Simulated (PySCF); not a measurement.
**SMILES CC#CC(C)(C)C, C₇H₁₂**

Geometry:
```csv
atom,x (Å),y (Å),z (Å)
C1,3.212,-0.551,0.276
C2,1.785,-0.300,0.152
C3,0.594,-0.090,0.050
C4,-0.849,0.164,-0.075
C5,-1.136,0.791,-1.447
C6,-1.291,1.127,1.037
C7,-1.610,-1.163,0.057
H8,3.624,-0.083,1.184
H9,3.425,-1.631,0.331
H10,3.766,-0.147,-0.587
H11,-0.597,1.743,-1.565
H12,-2.214,0.988,-1.558
H13,-0.822,0.119,-2.260
H14,-2.371,1.329,0.959
H15,-1.091,0.699,2.030
H16,-0.754,2.084,0.965
H17,-1.305,-1.871,-0.728
H18,-1.414,-1.633,1.033
H19,-2.694,-0.992,-0.033
```

Method used: quadratic response CAM-B3LYP/aug-cc-pVDZ first hyperpolarisability, Taylor convention, gas phase (PySCF 2.14.0). Geometry: PBE0-D3(BJ)/def2-SVP.

(1) Give the tensor of the static β(0;0,0) in the axes of these coordinates.

## Answers

(1) In au, Taylor convention; rows are the first index (the induced dipole):
|  | xx | yy | zz | xy | xz | yz |
| --- | --- | --- | --- | --- | --- | --- |
| x | +54.4 | +10.1 | +13.6 | -5.9 | +2.6 | -0.2 |
| y | -5.9 | -14.8 | +6.9 | +10.1 | -0.2 | +6.2 |
| z | +2.6 | +6.2 | -2.0 | -0.2 | +13.6 | +6.9 |

Norm of βᵢ = ⅓ Σⱼ (βᵢⱼⱼ + βⱼᵢⱼ + βⱼⱼᵢ): 79.5 au, hyper-Rayleigh value 30.1 au.
